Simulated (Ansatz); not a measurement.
System: sum formula SiNH$_{4}$, net charge -1, singlet state. It need not be the lowest isomer of its formula. Whether it binds its extra electron was not tested at this geometry. 
Coordinates optimised at B3LYP-D3(BJ)/def2-TZVP (Ansatz, a program for electronic structure):
```xyz
6

Si    -0.4557     0.0023     0.0876
N      1.1646     0.0986    -0.2490
H     -1.1145     1.3465    -0.1098
H     -1.3820    -0.9155    -0.7264
H     -0.9532    -0.3798     1.4909
H      1.6775    -0.7732    -0.1376
```
Charge -1, spin multiplicity 1.

Basis-set convergence of Hartree-Fock and CCSD correlation energies (hartree) with Ansatz. Cores are frozen in the correlated levels unless marked. Spin-orbit coupling is left out. Non-relativistic. This anion needs diffuse functions, which these sets lack.

```
basis        functions       E(HF)  E(corr, CCSD)
-----------  ---------  ----------  -------------
cc-pV(D+d)Z         57  -345.67612       -0.32285
cc-pV(T+d)Z        125  -345.71888       -0.39181
cc-pV(Q+d)Z        239  -345.73135       -0.41426
cc-pV(5+d)Z        411  (withheld)     (withheld)
```

Question: Some entries are withheld; supply them.

Answer: 
- cc-pV(5+d)Z, E(HF): -345.73473
- cc-pV(5+d)Z, E(corr, CCSD): -0.42168
